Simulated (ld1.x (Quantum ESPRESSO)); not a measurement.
**S: excitation energies, all-electron against RRKJ**

S, norm-conserving RRKJ (Kleinman–Bylander form), made with ld1.x (Quantum ESPRESSO) 7.5 (LDA (PZ), scalar-relativistic). Core [Ne], reference 3s2 3p4. Waves: 3s (bound): rc 1.25 bohr; 3p (bound): rc 1.15 bohr; 3d channel at 0.1 Ry: rc 1.00 bohr. Local part: all-electron potential smoothed inside 1.20 bohr (lloc = -2). Core correction: a·sin(br)/r model core inside 0.60 bohr. rho0 = 0.02.

Energies are relative to the spin-unpolarised reference configuration 3s2 3p4; without spin polarisation the order of configurations can differ from experiment. Spin-polarised rows fill each open shell by Hund’s rule, majority spin first.

Task: Give the all-electron excitation energy and the error of the potential for: 3s2 3p3; 3s2 3p2; 3s2 3p1; 3s2 3p4.3; 3s1 3p5; 3s0 3p6; 3s2 3p0; 3s2 3p4 (spin-polarised); 3s2 3p3 (spin-polarised).

Result:

```json
{"valence configuration": "3s2 3p3", "charge": "+1", "ΔE all-electron (eV)": "11.863", "error AE − PS (meV)": "+4.2"}
{"valence configuration": "3s2 3p2", "charge": "+2", "ΔE all-electron (eV)": "34.236", "error AE − PS (meV)": "+27"}
{"valence configuration": "3s2 3p1", "charge": "+3", "ΔE all-electron (eV)": "68.394", "error AE − PS (meV)": "+82"}
{"valence configuration": "3s2 3p4.3", "charge": "-0.3", "ΔE all-electron (eV)": "-1.741", "error AE − PS (meV)": "+0.4"}
{"valence configuration": "3s1 3p5", "charge": "0", "ΔE all-electron (eV)": "10.240", "error AE − PS (meV)": "+2.4"}
{"valence configuration": "3s0 3p6", "charge": "0", "ΔE all-electron (eV)": "20.607", "error AE − PS (meV)": "+11"}
{"valence configuration": "3s2 3p0", "charge": "+4", "ΔE all-electron (eV)": "115.377", "error AE − PS (meV)": "+172"}
{"valence configuration": "3s2 3p4 (spin-polarised)", "charge": "0", "ΔE all-electron (eV)": "-0.706", "error AE − PS (meV)": "+1.2"}
{"valence configuration": "3s2 3p3 (spin-polarised)", "charge": "+1", "ΔE all-electron (eV)": "9.898", "error AE − PS (meV)": "+4.4"}
```
